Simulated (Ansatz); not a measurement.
The same path of a periodic cell of 17 atoms, LiSi16 (host Si, host structure diamond, interstitial Li), cell charge +1 was run twice with different band settings. Lost on the way: Si5–Li17, Si6–Li17, Si7–Li17, Si13–Li17. Made: Si8–Li17, Si14–Li17, Si15–Li17, Si16–Li17.

These are results of DFT PBEsol, scalar-relativistic, plane waves, PAW in Ansatz 0.2.0, not measurements. Settings: PAW set soft_1, cutoff 420 eV, k mesh 2x2x2, gaussian smearing 0.02 eV, no spin polarisation.

Relaxed end points:

```xyz
17
Lattice="0.0000 5.4300 5.4300 5.4300 0.0000 5.4300 5.4300 5.4300 0.0000" Properties=species:S:1:pos:R:3
Si 0.003 -0.002 -0.001
Si 1.335 1.331 1.332
Si 2.718 2.713 -0.022
Si 4.100 4.096 1.332
Si 2.718 -0.023 2.715
Si 4.100 1.330 4.097
Si 5.454 2.713 2.714
Si 6.781 4.080 4.081
Si -0.019 2.713 2.714
Si 1.336 4.095 4.097
Si 2.718 5.449 2.714
Si 4.084 6.777 4.081
Si 2.718 2.713 5.451
Si 4.084 4.080 6.778
Si 5.432 5.428 5.429
Si 6.781 6.777 6.778
Li 2.718 2.713 2.714
```

```xyz
17
Lattice="0.0000 5.4300 5.4300 5.4300 0.0000 5.4300 5.4300 5.4300 0.0000" Properties=species:S:1:pos:R:3
Si -0.009 0.009 -0.010
Si 1.359 1.334 1.357
Si 2.743 2.686 -0.028
Si 4.095 4.071 1.356
Si 2.725 0.008 2.724
Si 4.072 1.358 4.073
Si 5.422 2.705 2.724
Si 6.789 4.071 4.050
Si -0.024 2.689 2.740
Si 1.358 4.072 4.093
Si 2.740 5.453 2.739
Si 4.076 6.783 4.071
Si 2.724 2.706 5.422
Si 4.053 4.072 6.788
Si 5.407 5.452 5.406
Si 6.788 6.807 6.787
Li 1.366 4.060 1.352
```

Common settings: movable images 3; climbing image yes; spring 5.0 eV/Å²; optimiser quadratic models (default); end points relaxed.

| run | start path | force threshold | iteration limit | theory |
| --- | --- | --- | --- | --- |
| 1 | IDPP | 0.03 eV/Å | 80 | DFT PBEsol, scalar-relativistic, plane waves, PAW PAW set soft_1, cutoff 420 eV, k mesh 2x2x2, gaussian smearing 0.02 eV, no spin polarisation |
| 2 | default | 0.05 eV/Å | 50 | DFT PBEsol, scalar-relativistic, plane waves, PAW PAW set soft_1, cutoff 300 eV, k mesh 2x2x2, gaussian smearing 0.02 eV, no spin polarisation |

Problem. What does each run give, and how far can it be trusted?

Solution. Run 1: converged after 4 iterations, highest image 0.586 eV above the first end. By the program's own check the climbing image is of a kind that is not told: the force calls were inconclusive, a negative curvature could not be distinguished from the path's own, the only one lies far off the path, or fixed occupations may fill a level only in part (lowest curvatures found: -2.24 and 0.78 eV/Å²).
Run 2: converged after 4 iterations, highest image 0.587 eV above the first end. The order of the stationary point at the top wasn't checked. The plane-wave cutoff is below what these datasets need, so energies and pressures aren't converged.
Limits of this set-up: PAW files made for another functional, charged cell in a uniform background, uncorrected.
